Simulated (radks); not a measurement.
Neutral europium inside a hard spherical wall (all orbitals vanish at R), configuration held at [Xe] 4f7 6s2 and not refilled when levels cross. All-electron calculation, scalar-relativistic Kohn-Sham, PBE, spin-polarised, spherical densities, finite nucleus; open shells are filled with parallel spins first (spin-orbit coupling, left out, can overturn this in heavy ions); Fermi nuclear charge, rms radius 5.1115 fm. Program: a radial shooting solver on a logarithmic mesh with Libxc functionals. Eigenvalues in eV for spin up, with the zero of energy where the potential of the charges vanishes at infinity; a dash marks a level that is unbound or too diffuse for the functional's potential to be trusted. A positive occupied level is held by the wall or, in an anion where self-interaction has pushed it up, behind a barrier. The pressure on the wall is -dE/dV.

R (bohr) = free: E (hartree) -10843.6049; kinetic (hartree) 11615.466; e(5s) -45.688; e(5p) -24.553; e(4f) -4.101; e(6s) -3.723; e(5d, empty) -1.792; e(6p, empty) -1.237; pressure (GPa) 0
R (bohr) = 20: E (hartree) -10843.6049; kinetic (hartree) 11615.466; e(5s) -45.688; e(5p) -24.553; e(4f) -4.101; e(6s) -3.722; e(5d, empty) -1.792; e(6p, empty) -1.236; pressure (GPa) < 0.0001
R (bohr) = 15: E (hartree) -10843.6049; kinetic (hartree) 11615.466; e(5s) -45.684; e(5p) -24.550; e(4f) -4.097; e(6s) -3.720; e(5d, empty) -1.788; e(6p, empty) -1.220; pressure (GPa) 0.000279
R (bohr) = 10: E (hartree) -10843.6015; kinetic (hartree) 11615.494; e(5s) -45.482; e(5p) -24.350; e(4f) -3.898; e(6s) -3.562; e(5d, empty) -1.606; e(6p, empty) -0.846; pressure (GPa) 0.0733
R (bohr) = 7: E (hartree) -10843.5534; kinetic (hartree) 11615.746; e(5s) -44.281; e(5p) -23.174; e(4f) -2.708; e(6s) -2.324; e(5d, empty) -0.476; e(6p, empty) 1.323; pressure (GPa) 2.21
R (bohr) = 6: E (hartree) -10843.4772; kinetic (hartree) 11616.064; e(5s) -43.226; e(5p) -22.158; e(4f) -1.645; e(6s) -0.819; e(5d, empty) 0.627; e(6p, empty) 3.723; pressure (GPa) 7.67
R (bohr) = 5: E (hartree) -10843.2725; kinetic (hartree) 11616.842; e(5s) -41.398; e(5p) -20.428; e(4f) 0.263; e(6s) 2.652; e(5d, empty) 2.761; e(6p, empty) 8.924; pressure (GPa) 31.2
R (bohr) = 2.5: E (hartree) -10834.8004; kinetic (hartree) 11646.970; e(5s) -13.929; e(5p) 9.193; e(4f) 32.364; e(6s) 91.762; e(5d, empty) 44.005; e(6p, empty) 115.94; pressure (GPa) 5920
R (bohr) = 1.5: E (hartree) -10767.3334; kinetic (hartree) 11849.696; e(5s) 129.97; e(5p) 175.44; e(4f) 141.06; e(6s) 519.74; e(5d, empty) 246.01; e(6p, empty) 570.33; pressure (GPa) 212000
